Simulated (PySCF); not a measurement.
# What binds TlN: the parts of the energy along the bond

State: ³Σ⁻, triplet, unpaired electrons π ↑↑. ROHF-based CCSD(T) in PySCF 2.14 with Tl cc-pwCVDZ-PP with ECP60, N aug-cc-pVDZ and Tl cc-pwCVTZ-PP with ECP60, N aug-cc-pVTZ (frozen core orbitals: 5; scalar-relativistic core potentials). Correlation energies are extrapolated as n⁻³ (n = 2, 3), Hartree–Fock as (n+1)·exp(−9√n). All energies in eV from Tl + N.

```
 R (Å)  HF/CBS  CCSD corr.      (T)   total
2.0359   0.453      -1.439  -0.1403  -1.127
2.1285   0.199      -1.438  -0.1463  -1.386
2.2210   0.089      -1.444  -0.1534  -1.509
2.3136   0.077      -1.456  -0.1612  -1.540
2.4061   0.133      -1.470  -0.1694  -1.507
2.5218   0.264      -1.493  -0.1805  -1.409
2.6375   0.438      -1.519  -0.1922  -1.274
```

A fit to the total gives Re = 2.3059 Å, De = 1.540 eV, ωe = 396.6 cm⁻¹, Be = 0.2419 cm⁻¹ (masses 204.9744 and 14.0031 u).

Task: At R = 2.3136 Å the CCSD correlation energy is -0.451087 hartree in the smaller basis and -0.595902 in the larger. Extrapolate it.

Result: (3³·E3 − 2³·E2)/(3³ − 2³) = -0.65688 hartree; the larger basis holds 90.7 % of it.

The T1 diagnostic is 0.026. The state was picked by a PBE0 search and need not be the measured ground state. Spin–orbit coupling, excitations beyond (T) and corrections to the Born–Oppenheimer picture are left out, and spin–orbit coupling matters for open p, d or f shells this heavy.
